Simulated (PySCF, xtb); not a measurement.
C₃H₁₀OSi₂, SMILES C[C@@H]1O[C@H]([SiH3])[SiH2]1.

Harmonic wavenumbers (cm⁻¹) from GFN2-xTB (xtb 6.7.1) at its own minimum, in rising order: 64, 108, 149, 191, 208, 244, 374, 430, 473, 498, 518, 573, 590, 663, 698, 759, 761, 790, 794, 867, 910, 977, 990, 1061, 1076, 1104, 1207, 1217, 1302, 1396, 1482, 1501, 2234, 2243, 2271, 2278, 2291, 2861, 2867, 3019, 3027, 3031.

### Question
What does PBE-D3(BJ)/def2-SVP in PySCF give at its own minimum? (Estimate from the structure and the level; the computed values follow.)

### Answer
33, 141, 159, 206, 230, 241, 365, 448, 496, 513, 551, 603, 658, 733, 744, 815, 829, 879, 903, 911, 917, 955, 959, 1014, 1032, 1095, 1186, 1204, 1284, 1334, 1400, 1421, 2142, 2148, 2160, 2165, 2171, 2936, 2946, 2963, 3052, 3062. Paired by order, the mean absolute difference is 48 cm⁻¹ and the zero-point energies are 71.6 and 71.5 kcal/mol.
